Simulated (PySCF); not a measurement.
A PySCF script (with the pyscf-properties extension) for the NMR shieldings of SMILES CN(C)[SiH2][C@H](F)CC#N, C5H11FN2Si, on a GFN2-xTB geometry:

```python
import basis_set_exchange as bse
import numpy as np
from pyscf import gto, dft
from pyscf.prop import nmr

atoms = """
C    -1.416036   -1.216032    0.370964
N    -1.235908    0.207138    0.167510
C    -2.351914    0.965746    0.683580
Si   -0.259972    0.846601   -1.089529
C     1.438052   -0.056932   -1.025011
F     1.292428   -1.357434   -1.493834
C     2.053598   -0.104588    0.375097
C     3.417785   -0.566837    0.332364
N     4.500604   -0.926751    0.265672
H    -0.598580   -1.772831   -0.075525
H    -1.453252   -1.432544    1.442633
H    -2.350908   -1.566487   -0.078973
H    -2.165005    2.028002    0.557647
H    -3.284541    0.713998    0.167504
H    -2.481318    0.751668    1.747208
H    -0.737508    0.710592   -2.472465
H    -0.013985    2.246193   -0.734652
H     2.139721    0.417055   -1.719900
H     1.468751   -0.774321    1.010040
H     2.032842    0.898442    0.807242
"""
names = dict.fromkeys(["C", "N", "Si", "F", "H"], "pcSseg-1")
basis = {el: gto.basis.parse(bse.get_basis(n, elements=[el], fmt="nwchem")) for el, n in names.items()}
mol = gto.M(atom=atoms, basis=basis, charge=0, verbose=0)
mf = dft.RKS(mol, xc="PBE0")
mf.grids.level = 2
mf.grids.alignment = dft.numint.BLKSIZE   # the property module wants whole blocks of grid points
mf.conv_tol = 1e-9
mf.kernel()

calc = nmr.RKS(mf)   # GIAO
C = mf.mo_coeff
Co = C[:, mf.mo_occ > 0]
resp = mf.gen_response(singlet=True, hermi=2)
def vind(x):   # induced exchange potential for any number of trial vectors
    d = np.einsum("pi,xij,qj->xpq", C, 2 * x.reshape(-1, C.shape[1], Co.shape[1]), Co, optimize=True)
    return np.einsum("xpq,pi,qj->xij", resp(d - d.transpose(0, 2, 1)), C, Co, optimize=True).ravel()
mo1, _ = nmr.rhf.solve_mo1(calc, with_cphf=vind)
sigma = calc.kernel(mo1)
for i, s in enumerate(sigma):   # ppm
    w = np.linalg.eigvalsh((s + s.T) / 2)
    print("%2d %-2s iso %8.1f  s11 %8.1f  s22 %8.1f  s33 %8.1f" % (i, mol.atom_pure_symbol(i), w.mean(), *w))
```

Task: What are the results?

Result: 
```
 0 C  iso    147.0  s11    124.1  s22    131.6  s33    185.3
 1 N  iso    254.8  s11    224.8  s22    263.0  s33    276.8
 2 C  iso    144.1  s11    120.5  s22    125.4  s33    186.3
 3 Si iso    380.3  s11    348.9  s22    358.5  s33    433.4
 4 C  iso     94.6  s11     58.1  s22     79.4  s33    146.4
 5 F  iso    421.2  s11    384.1  s22    395.1  s33    484.3
 6 C  iso    164.6  s11    153.1  s22    164.0  s33    176.6
 7 C  iso     63.1  s11    -56.3  s22    -46.9  s33    292.5
 8 N  iso    -33.9  s11   -206.3  s22   -195.8  s33    300.3
 9 H  iso     28.6  s11     22.8  s22     29.6  s33     33.2
10 H  iso     29.2  s11     25.4  s22     26.6  s33     35.7
11 H  iso     29.3  s11     25.4  s22     26.6  s33     36.1
12 H  iso     29.0  s11     24.3  s22     27.2  s33     35.4
13 H  iso     29.2  s11     24.6  s22     26.8  s33     36.2
14 H  iso     29.1  s11     24.6  s22     26.8  s33     36.0
15 H  iso     26.6  s11     22.7  s22     24.8  s33     32.4
16 H  iso     27.3  s11     24.3  s22     25.7  s33     31.9
17 H  iso     26.8  s11     24.7  s22     25.8  s33     29.9
18 H  iso     28.8  s11     23.5  s22     29.3  s33     33.6
19 H  iso     29.4  s11     23.4  s22     30.3  s33     34.6
```

These numbers come from an equivalent density-fitted implementation of the same equations, which agrees with the script to about 0.01 ppm for H and up to a few tenths of a ppm for heavy atoms, so last digits may differ.

Task: Turn these shieldings into chemical shifts. Referencing at the same level of theory: ¹³C (σ = 186.93 ppm) and ²⁹Si (σ = 349.16 ppm) and ¹H (σ = 31.72 ppm) vs TMS; ¹⁵N (σ = 267.73 ppm) vs NH3; ¹⁹F (σ = 170.95 ppm) against CFCl3.

Result: Averaging equivalent atoms: C 7: 123.8; C 4: 92.3; C 0/2: 41.4; C 6: 22.3; N 8: 301.6; N 1: 12.9; Si 3: -31.1; F 5: -250.2; H 15: 5.08; H 17: 4.95; H 16: 4.43; H 18: 2.92; H 9/10/11/12/13/14: 2.64; H 19: 2.28 ppm. Unscaled 19F shifts against computed CFCl3 carry errors that often reach 10 to 50 ppm. Experimental scales use liquid or dissolved standards, which lie at an offset from isolated NH3 (liquid NH3: subtract about 20 ppm). Unscaled 15N shifts of sp2 nitrogen come out 20 to 40 ppm too high even then.

Size and cost of the density-fitted run: 215 basis functions, 46 s wall time on 1 thread of an Arm Neoverse V1, shared host; peak memory 1 GiB.
